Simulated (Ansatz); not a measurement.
CH5BSi, SMILES `B[Si]C` (singlet; the order of the spin states depends on the level) (charge 0, multiplicity 1). This singlet lies 0.30 eV below the relaxed triplet at the level frozen-core CCSD(T)/cc-pVTZ // B3LYP-D3(BJ)/def2-TZVP (Ansatz, a first-principles code); other levels give the other order.

Method: PBE/cc-pVTZ // B3LYP-D3(BJ)/def2-TZVP run with Ansatz.

Ansatz 0.2 input:
```yaml
crystal:
  periodic: [false, false, false]
  atoms:
    - { symbol: B, position_ang: [1.677956, -0.100403, -0.114345] }
    - { symbol: Si, position_ang: [0.055415, 0.155391, 0.950628] }
    - { symbol: C, position_ang: [-1.357218, 0.09718, -0.338058] }
    - { symbol: H, position_ang: [2.181546, -1.179295, -0.245038] }
    - { symbol: H, position_ang: [2.337885, 0.832286, -0.474834] }
    - { symbol: H, position_ang: [-1.186505, 0.799232, -1.157957] }
    - { symbol: H, position_ang: [-2.328685, 0.29872, 0.110663] }
    - { symbol: H, position_ang: [-1.380399, -0.903113, -0.784296] }
basis:
  gaussian: { orbitals: cc-pVTZ }
hamiltonian:
  xc: pbe
```

Output:

```
Functional definition: PBE
951 factors; their error is unknown
mean field evaluation 1: about -9650.4944 eV, gradient 6.9e1 eV
mean field evaluation 2: about -9600.8349 eV, gradient 1.2e2 eV
mean field evaluation 4: about -9661.9470 eV, gradient 2.2e1 eV
mean field evaluation 8: about -9663.8355 eV, gradient 1.0e-1 eV
mean field evaluation 16: about -9663.7980 eV, gradient 1.8e-4 eV
mean field -9663.79802415 eV, -355.1380270300 hartree, gradient 7.0e-5 eV, S^2 0.000000; 0 other end points of the search recorded, 0 dependent functions left out
reference -9663.79806237 eV, -355.1380284344 hartree; 15, 15 occupied and 149, 149 virtual orbitals, 951 factors
Total energy: -9663.79806237 eV, -355.1380284344 hartree
```
